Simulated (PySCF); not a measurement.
**IrI3: from structure and modes to constants**

These are results of PBE0/[Ir def2-SVP with ECP60, I def2-SVP with ECP28], scalar-relativistic core potentials, density fitting, no spin–orbit coupling, PySCF, not measurements.

The singlet minimum has C3v symmetry. Masses (u): Ir 192.96292, I 126.90447.

```xyz
4
charge 0 multiplicity 1, angstrom
Ir    0.0000    0.0000   -0.6177
I     2.3270    0.0000    0.3083
I    -1.1635    2.0153    0.3083
I    -1.1635   -2.0153    0.3083
```

Harmonic wavenumbers (cm⁻¹): 40.2 (e, ×2), 45.2 (a1, ×1), 203.0 (a1, ×1), 232.8 (e, ×2).

**Question.** Find the principal moments of inertia and the rotational constants. What kind of rotor is it?

**Answer.** About the centre of mass I = 1140.6, 1140.6, 2061.6 u Å². With B = 16.8576/I this gives 0.01478, 0.01478, 0.008177 cm⁻¹. The molecule is an oblate symmetric top.

**Question.** What is the harmonic zero-point energy?

**Answer.** Half the sum of all 6 wavenumbers, 794/2 = 397 cm⁻¹, which is 4.8 kJ/mol (1 cm⁻¹ = 0.0119627 kJ/mol).

**Question.** Find the vibrational entropy and heat capacity at 298.15 K.

**Answer.** With u = 1.43878 ω/T, each mode gives S = R[u/(eᵘ−1) − ln(1−e⁻ᵘ)] and C = R u² eᵘ/(eᵘ−1)².
```csv
ω (cm⁻¹),u,S (J/(mol K)),C (J/(mol K))
40.2 (×2),0.194,21.96,8.29
45.2,0.218,20.99,8.28
203.0,0.980,8.81,7.68
232.8 (×2),1.124,7.77,7.49
```
The sums over all modes are S = 89.3 and C = 47.5 J/(mol K); the softest mode gives 25 % of the entropy (each member, where degenerate).

Other isomers or separated fragments may lie lower. Spin–orbit coupling, left out here, can matter for elements this heavy.
